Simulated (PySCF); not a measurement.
C5H7Cl (SMILES ClC=C1CCC1), singlet, at a GFN2-xTB geometry; DF-PBE0/pcseg-2 (PySCF).

Here is a job for PySCF.
```python
from pyscf import gto, scf, dft

mol = gto.Mole()
mol.atom = '''
    Cl    2.03427048   -0.80645081    0.48417219
    C     0.95118919    0.53954578    0.39704487
    C    -0.29288983    0.40654282   -0.01563853
    C    -1.11840419   -0.75434905   -0.48917616
    C    -2.30448040    0.20989599   -0.67949185
    C    -1.42800929    1.37829539   -0.18866746
    H     1.39000185    1.47412330    0.70786908
    H    -0.74801429   -1.22205310   -1.40050628
    H    -1.26577947   -1.53119763    0.25998681
    H    -3.16061894   -0.00325212   -0.04444722
    H    -2.64178690    0.30652940   -1.70836176
    H    -1.24128369    2.15768589   -0.92599606
    H    -1.75954962    1.84824238    0.73610295
'''
mol.basis = 'pcseg-2'
mol.verbose = 4
mol.max_memory = 1800
mol.build()

mf = dft.RKS(mol)
mf.xc = 'pbe0'
mf = mf.density_fit(auxbasis='def2-universal-jkfit')
mf.kernel()
```

**Question.** Predict the main parts of the log of this PySCF run.

**Answer.** 
```
PySCF version 2.14.0

[INPUT] verbose = 4
[INPUT] num. atoms = 13
[INPUT] num. electrons = 54
[INPUT] charge = 0
[INPUT] spin (= nelec alpha-beta = 2S) = 0
[INPUT] symmetry False subgroup None
[INPUT] Mole.unit = angstrom
[INPUT] Symbol           X                Y                Z      unit          X                Y                Z       unit  Magmom
[...]
nuclear repulsion = 269.301503108378
number of shells = 45
number of NR pGTOs = 414
number of NR cGTOs = 282
basis = pcseg-2
ecp = {}

******** <class 'pyscf.df.df_jk.DFRKS'> ********
method = DFRKS
initial guess = minao
damping factor = 0
level_shift factor = 0
DIIS = <class 'pyscf.scf.diis.CDIIS'>
diis_start_cycle = 1
diis_space = 8
diis_damp = 0
SCF conv_tol = 1e-09
SCF conv_tol_grad = None
SCF max_cycles = 50
direct_scf = False
XC library pyscf.dft.libxc version 7.1.2
    S. Lehtola, C. Steigemann, M. J. T. Oliveira, and M. A. L. Marques,  SoftwareX 7, 1–5 (2018)
XC functionals = pbe0
    C. Adamo and V. Barone,  J. Chem. Phys. 110, 6158 (1999)
    M. Ernzerhof and G. E. Scuseria,  J. Chem. Phys. 110, 5029 (1999)
radial grids:
    Treutler-Ahlrichs [JCP 102, 346 (1995); DOI:10.1063/1.469408] (M4) radial grids

becke partition: Becke, JCP 88, 2547 (1988); DOI:10.1063/1.454033
pruning grids: <function nwchem_prune>
grids dens level: 3
symmetrized grids: False
atomic radii adjust function: <function treutler_atomic_radii_adjust>
small_rho_cutoff = 0
Set gradient conv threshold to 3.16228e-05
Initial guess from minao.
tot grids = 158128
******** <class 'pyscf.df.df.DF'> ********
auxbasis = def2-universal-jkfit
init E= -655.366255438052
[...]
cycle= 1 E= -654.569010673949  delta_E= 0.797  |g|= 0.324  |ddm|= 2.81
[...]
cycle= 2 E= -654.559971074694  delta_E= 0.00904  |g|= 0.383  |ddm|= 0.794
[...]
cycle= 3 E= -654.595140710841  delta_E= -0.0352  |g|= 0.0986  |ddm|= 0.442
[...]
cycle= 4 E= -654.597392437638  delta_E= -0.00225  |g|= 0.03  |ddm|= 0.105
[...]
cycle= 5 E= -654.597595085994  delta_E= -0.000203  |g|= 0.00735  |ddm|= 0.0312
[...]
cycle= 6 E= -654.597606967199  delta_E= -1.19e-05  |g|= 0.0017  |ddm|= 0.0112
[...]
cycle= 7 E= -654.597607548428  delta_E= -5.81e-07  |g|= 0.000543  |ddm|= 0.00337
[...]
cycle= 8 E= -654.597607619716  delta_E= -7.13e-08  |g|= 0.00014  |ddm|= 0.000715
[...]
cycle= 9 E= -654.597607624785  delta_E= -5.07e-09  |g|= 2.61e-05  |ddm|= 0.000211
[...]
cycle= 10 E= -654.597607624935  delta_E= -1.49e-10  |g|= 7.9e-06  |ddm|= 5.49e-05
[...]
Extra cycle  E= -654.597607624938  delta_E= -3.07e-12  |g|= 7.91e-06  |ddm|= 2.12e-05
converged SCF energy = -654.597607624938
```
